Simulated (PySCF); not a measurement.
Input for PySCF: D3(BJ) and D4 dispersion corrections on CH7FGe (a complex), monomers drawn apart or pushed together.

```python
from pyscf import gto
from pyscf.dispersion import dftd3, dftd4

mol = gto.M(
    atom='''
    C    -0.43276187   -0.03777488   -0.15559165
    F     0.76524832   -0.17114150    0.53997435
    H    -1.01888985    0.75615243    0.30778149
    H    -0.20666379    0.21423053   -1.19192525
    H    -0.97332953   -0.98311135   -0.10453859
    Ge   -0.15986349   -0.22824225    4.97783862
    H    -0.46048947    1.14402393    4.35756239
    H     1.34339705   -0.51981094    4.91354524
    H    -0.94179568   -1.31342572    4.22296010
    H    -0.61687414   -0.21999331    6.44740441
    ''',
    basis='def2-svp',
    charge=0, spin=0, verbose=0, max_memory=1800)
d3, d4 = {}, {}
for xc in ['hf', 'pbe', 'blyp', 'revpbe', 'tpss', 'r2scan', 'b3lyp', 'pbe0', 'bhlyp', 'camb3lyp', 'b2plyp']:
    d3[xc] = float(dftd3.DFTD3Dispersion(mol, xc=xc, version='d3bj', atm=False).get_dispersion()['energy'])
    print(f'D3(BJ) {xc:10s} {d3[xc]:14.8f} Eh')
for xc in ['hf', 'pbe', 'blyp', 'revpbe', 'tpss', 'r2scan', 'b3lyp', 'pbe0', 'bhlyp', 'camb3lyp', 'b2plyp']:
    d4[xc] = float(dftd4.DFTD4Dispersion(mol, xc={'camb3lyp': 'cam-b3lyp'}.get(xc, xc), atm=True).get_dispersion()['energy'])
    print(f'D4     {xc:10s} {d4[xc]:14.8f} Eh')
```

Output:

```
D3(BJ) hf            -0.03320044 Eh
D3(BJ) pbe           -0.00345429 Eh
D3(BJ) blyp          -0.00716945 Eh
D3(BJ) revpbe        -0.00892441 Eh
D3(BJ) tpss          -0.00426459 Eh
D3(BJ) r2scan        -0.00102699 Eh
D3(BJ) b3lyp         -0.00585167 Eh
D3(BJ) pbe0          -0.00293831 Eh
D3(BJ) bhlyp         -0.00454306 Eh
D3(BJ) camb3lyp      -0.00262041 Eh
D3(BJ) b2plyp        -0.00267063 Eh
D4     hf            -0.01175849 Eh
D4     pbe           -0.00302477 Eh
D4     blyp          -0.00669574 Eh
D4     revpbe        -0.01057510 Eh
D4     tpss          -0.00405969 Eh
D4     r2scan        -0.00085456 Eh
D4     b3lyp         -0.00476630 Eh
D4     pbe0          -0.00255264 Eh
D4     bhlyp         -0.00335917 Eh
D4     camb3lyp      -0.00255909 Eh
D4     b2plyp        -0.00211013 Eh
```

The run finished.

Cost: about 0.03 core-seconds (a rough figure).
